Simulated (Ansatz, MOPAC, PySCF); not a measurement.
Dimer: HCl (SMILES Cl) (first 2 atoms) with C2H4 (SMILES C=C); geometry from B3LYP-D3(BJ)/def2-TZVP, rigid monomers moved along the line of their centres of mass till H2···C3 is 3.34 Å.
(charge 0, multiplicity 1):
```xyz
8

Cl    -0.4474     0.0166     0.2572
H     -0.3098     0.0320     1.5433
C      0.4771     0.5755     4.7483
C     -0.3816    -0.4307     4.8584
H      1.5409     0.4059     4.6336
H      0.1502     1.6080     4.7724
H     -1.4449    -0.2609     4.9770
H     -0.0542    -1.4631     4.8382
```

Counterpoise-corrected where a basis set is named; no monomer relaxation.

The state that AM1, PM7 reach isn't checked; PM7 holds dispersion and hydrogen-bond terms.

Run with Ansatz (an electronic-structure program) with Gaussian orbitals; MOPAC for AM1, PM7 (differences of heats of formation); PySCF for the dispersion terms. Values without a source in brackets are computed.

Task: One of these levels gives -5.1 kJ/mol for the interaction energy. Which?
A) AM1
B) PBE-D4/def2-TZVPPD
C) PM7

Result: C, PM7. The others give -1.2 (AM1), -7.4 (PBE-D4/def2-TZVPPD)
